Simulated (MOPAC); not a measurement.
Job for MOPAC: PM7 on C3H9I (a complex).

```
PM7 1SCF PRECISE CHARGE=0 THREADS=1
C3H9I

I     -0.07539172 1    -0.14268552 1    -0.62459203 1
H      0.20738496 1    -0.56264426 1     0.90847551 1
C      0.62935772 1    -1.17217090 1     3.62232078 1
C      0.00129634 1    -0.02515065 1     4.40951930 1
C     -0.62611759 1     1.03766562 1     3.51150858 1
H      1.07197775 1    -1.92096817 1     4.28163963 1
H     -0.11748018 1    -1.67985231 1     3.00534298 1
H      1.42178981 1    -0.80764170 1     2.96252444 1
H      0.76243351 1     0.43732897 1     5.04456205 1
H     -0.75876999 1    -0.42478487 1     5.08707635 1
H     -1.06796543 1     1.84603104 1     4.09671488 1
H      0.11788049 1     1.48008692 1     2.84443491 1
H     -1.41515611 1     0.61120114 1     2.88717128 1
```

The log:

```
*******************************************************************************
 **                                                                           **
 **                              MOPAC v23.2.5                                **
 **                                                                           **
 *******************************************************************************
 ** MOPAC's Digital Object Identifier: https://doi.org/10.5281/zenodo.6511958 **
 **                                                                           **
 ** Please cite the open-source release paper for use of this MOPAC version:  **
 ** J. E. Moussa and J. J. P. Stewart (2026)                                  **
 ** MOPAC: An open-source semiempirical molecular orbital program             **
 ** J. Open Source Softw., 11(119), 8025, https://doi.org/10.21105/joss.08025 **
 *******************************************************************************

                              PM7 CALCULATION RESULTS

 *******************************************************************************
 *  PM7        - The PM7 Hamiltonian to be used
 *
 *
 *
 *                 CHARGE ON SYSTEM = 0
 *
 *
 *
 *  PRECISE    - TIGHTER CRITERIA TO BE USED
 *  1SCF       - DO 1 SCF AND THEN STOP
 *  THREADS=1  - MULTI-THREADING NOT USED
 *  T=         - A TIME OF 172800.0 SECONDS REQUESTED
 *  DUMP=N     - RESTART FILE WRITTEN EVERY 7200.0 SECONDS REQUESTED
 *******************************************************************************
PM7 1SCF PRECISE CHARGE=0 THREADS=1
 C3H9I

   ATOM   CHEMICAL          X               Y               Z
  NUMBER   SYMBOL      (ANGSTROMS)     (ANGSTROMS)     (ANGSTROMS)

     1       I         -0.07539172  *  -0.14268552  *  -0.62459203  *
     2       H          0.20738496  *  -0.56264426  *   0.90847551  *
     3       C          0.62935772  *  -1.17217090  *   3.62232078  *
     4       C          0.00129634  *  -0.02515065  *   4.40951930  *
     5       C         -0.62611759  *   1.03766562  *   3.51150858  *
     6       H          1.07197775  *  -1.92096817  *   4.28163963  *
     7       H         -0.11748018  *  -1.67985231  *   3.00534298  *
     8       H          1.42178981  *  -0.80764170  *   2.96252444  *
     9       H          0.76243351  *   0.43732897  *   5.04456205  *
    10       H         -0.75876999  *  -0.42478487  *   5.08707635  *
    11       H         -1.06796543  *   1.84603104  *   4.09671488  *
    12       H          0.11788049  *   1.48008692  *   2.84443491  *
    13       H         -1.41515611  *   0.61120114  *   2.88717128  *



          CARTESIAN COORDINATES

    NO.       ATOM           X           Y           Z

     1         I         -0.0754     -0.1427     -0.6246
     2         H          0.2074     -0.5626      0.9085
     3         C          0.6294     -1.1722      3.6223
     4         C          0.0013     -0.0252      4.4095
     5         C         -0.6261      1.0377      3.5115
     6         H          1.0720     -1.9210      4.2816
     7         H         -0.1175     -1.6799      3.0053
     8         H          1.4218     -0.8076      2.9625
     9         H          0.7624      0.4373      5.0446
    10         H         -0.7588     -0.4248      5.0871
    11         H         -1.0680      1.8460      4.0967
    12         H          0.1179      1.4801      2.8444
    13         H         -1.4152      0.6112      2.8872

 General Reference for PM7:
 "Optimization of Parameters for Semiempirical Methods VI: More Modifications to the
 NDDO Approximations and Re-optimization of Parameters", J. J. P. Stewart, J. Mol. Mod., 1:32, 19 (2013)
 https://link.springer.com/article/10.1007/s00894-012-1667-x

           Empirical Formula: C3 H9 I  =    13 atoms



      MOLECULAR POINT GROUP   :   Cs


      RHF CALCULATION, NO. OF DOUBLY OCCUPIED LEVELS = 14


 -------------------------------------------------------------------------------
 PM7 1SCF PRECISE CHARGE=0 THREADS=1
 C3H9I



     1SCF WAS SPECIFIED, SO BFGS WAS NOT USED
     SCF FIELD WAS ACHIEVED


                              PM7 CALCULATION
                                                       MOPAC v23.2.5 Linux




          FINAL HEAT OF FORMATION =        -24.88679 KCAL/MOL =    -104.12634 KJ/MOL


          COSMO AREA              =        149.01 SQUARE ANGSTROMS
          COSMO VOLUME            =        137.23 CUBIC ANGSTROMS

          IONIZATION POTENTIAL    =          9.535400 EV
          HOMO LUMO ENERGIES (EV) =         -9.535  2.269
          NO. OF FILLED LEVELS    =         14
          MOLECULAR WEIGHT        =        172.0086         POINT GROUP:  Cs

          MOLECULAR DIMENSIONS (Angstroms)

            Atom       Atom       Distance
            H     9    I     1     5.76001
            H    11    H     6     4.33484
            H     8    H    10     2.06491


          SCF CALCULATIONS        =          1





   ATOM   CHEMICAL          X               Y               Z
  NUMBER   SYMBOL      (ANGSTROMS)     (ANGSTROMS)     (ANGSTROMS)

     1       I         -0.07539172  *  -0.14268552  *  -0.62459203  *
     2       H          0.20738496  *  -0.56264426  *   0.90847551  *
     3       C          0.62935772  *  -1.17217090  *   3.62232078  *
     4       C          0.00129634  *  -0.02515065  *   4.40951930  *
     5       C         -0.62611759  *   1.03766562  *   3.51150858  *
     6       H          1.07197775  *  -1.92096817  *   4.28163963  *
     7       H         -0.11748018  *  -1.67985231  *   3.00534298  *
     8       H          1.42178981  *  -0.80764170  *   2.96252444  *
     9       H          0.76243351  *   0.43732897  *   5.04456205  *
    10       H         -0.75876999  *  -0.42478487  *   5.08707635  *
    11       H         -1.06796543  *   1.84603104  *   4.09671488  *
    12       H          0.11788049  *   1.48008692  *   2.84443491  *
    13       H         -1.41515611  *   0.61120114  *   2.88717128  *

                             CARTESIAN COORDINATES

   1    I       -0.075391720    -0.142685520    -0.624592030
   2    H        0.207384960    -0.562644260     0.908475510
   3    C        0.629357720    -1.172170900     3.622320780
   4    C        0.001296340    -0.025150650     4.409519300
   5    C       -0.626117590     1.037665620     3.511508580
   6    H        1.071977750    -1.920968170     4.281639630
   7    H       -0.117480180    -1.679852310     3.005342980
   8    H        1.421789810    -0.807641700     2.962524440
   9    H        0.762433510     0.437328970     5.044562050
  10    H       -0.758769990    -0.424784870     5.087076350
  11    H       -1.067965430     1.846031040     4.096714880
  12    H        0.117880490     1.480086920     2.844434910
  13    H       -1.415156110     0.611201140     2.887171280


           Empirical Formula: C3 H9 I  =    13 atoms



      MOLECULAR POINT GROUP   :   Cs


                  EIGENVALUES
 -28.64455 -24.68997 -24.23297 -20.49833 -16.22592 -15.45341 -14.30087 -13.60194
 -12.54242 -12.42823 -12.05917 -11.73353  -9.53636  -9.53540   2.26915   4.00114
   4.26818   5.21469   5.54441   5.54734   5.66910   5.96604   6.49913   6.69464
   6.82864 123.83633 123.84008 123.96581 124.26673 124.26689


              NET ATOMIC CHARGES AND DIPOLE CONTRIBUTIONS

  ATOM NO.   TYPE          CHARGE      No. of ELECS.   s-Pop       p-Pop       d-Pop
    1          I          -0.176467        7.1765     1.87245     5.30063     0.00339
    2          H           0.174191        0.8258     0.82581
    3          C          -0.442843        4.4428     1.05121     3.39163
    4          C          -0.231776        4.2318     1.04622     3.18556
    5          C          -0.443582        4.4436     1.05089     3.39270
    6          H           0.149173        0.8508     0.85083
    7          H           0.135650        0.8644     0.86435
    8          H           0.135661        0.8643     0.86434
    9          H           0.136304        0.8637     0.86370
   10          H           0.136303        0.8637     0.86370
   11          H           0.147761        0.8522     0.85224
   12          H           0.139814        0.8602     0.86019
   13          H           0.139812        0.8602     0.86019
 DIPOLE           X         Y         Z       TOTAL
 POINT-CHG.     0.223    -0.314     1.540     1.587
 HYBRID         0.170    -0.260     0.784     0.843
 SUM            0.393    -0.574     2.324     2.426


          ATOMIC ORBITAL ELECTRON POPULATIONS

     Atom    s        px        py        pz      x^2-y^2     xz        z^2       yz        xy
    1  I   1.87245   1.97840   1.95262   1.36960   0.00002   0.00042   0.00222   0.00070   0.00004
    2  H   0.82581
    3  C   1.05121   1.14441   1.10246   1.14475
    4  C   1.04622   1.11556   1.01362   1.05638
    5  C   1.05089   1.14930   1.11065   1.13274
    6  H   0.85083
    7  H   0.86435
    8  H   0.86434
    9  H   0.86370
   10  H   0.86370
   11  H   0.85224
   12  H   0.86019
   13  H   0.86019

 **********************
 *                    *
 * JOB ENDED NORMALLY *
 *                    *
 **********************




 == MOPAC DONE ==
```

The run finished.

Cost: around 0.020 core-seconds (rough).
